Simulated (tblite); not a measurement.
Compound: C₄H₁₂OSi₂.
Atom-mapped SMILES: `[CH3:1][CH2:2][O:3][SiH:4]1[CH2:5][SiH2:6][CH2:7]1` (hydrogens: H8, H9, H10 on C1; H11, H12 on C2; H13 on Si4; H14, H15 on C5; H16, H17 on Si6; H18, H19 on C7)

Computed with GFN2-xTB (tblite), gas phase: nudged elastic band of 9 images (0 to 8), spring 0.2 eV/Å², climbing image at the end, force threshold 0.05 eV/Å. The top image wasn't refined or checked by frequencies; at this threshold it can lie a kcal/mol or more above the true saddle point of the method.

The band describes a rotation about Si4–O3 (oxygen-bound silicon, silyl ether oxygen), followed by the dihedral C5–Si4–O3–C2, from the optimised start (-76°) to a second optimised geometry at 51°.

Problem. How does the energy change from image to image?

Solution. 
```
image  dihedral (°)  E (kJ/mol)  Si4–O3 (Å)  C5···C2 (Å)  largest true force (eV/Å)
    0           -76        0.00       1.621         3.79                       0.01
    1           -64        0.76       1.621         3.66                       0.04
    2           -49        2.99       1.622         3.55                       0.04
    3           -31        5.83       1.623         3.47                       0.04
    4            -7        6.84       1.625         3.42                       0.04
    5            16        4.67       1.626         3.40                       0.06
    6            33        2.33       1.627         3.42                       0.05
    7            46        1.38       1.627         3.48                       0.04
    8            51       -0.03       1.625         3.60                       0.01
```

Barriers of this band. The top is image 4 at -7°: 6.8 kJ/mol in either direction, as the ends lie within 0.002 eV of each other. The central bond is 0.004 Å longer at the top than at the start.

Problem. What rate follows at 350 K for crossing this barrier forward?

Solution. Taking the electronic barrier for the free energy of activation (no zero-point or entropy terms, transmission 1), rate = (kT/h)·exp(−ΔE/kT) ≈ 7 × 10^11 s⁻¹, whose inverse is 1 × 10^-12 s. An error of 1 kcal/mol in the barrier changes this by a factor of 4, and the method and the loose band can each miss by that much or more. The barrier is only 2.4 kT, where transition-state theory is rough.

Problem. How long is the path, and how are the images spaced?

Solution. Cartesian distances between aligned neighbours (all atoms, Å): 0.71, 0.73, 0.74, 0.74, 0.76, 0.76, 0.73, 0.58; the sum is 5.74 Å, and the top lies 51 % of the way along.

The cost below is that of the whole band run. On Intel Xeon at 2.50 GHz, one thread, shared host, this took 6.5 s of wall time and 0.19 GiB of memory at its peak.
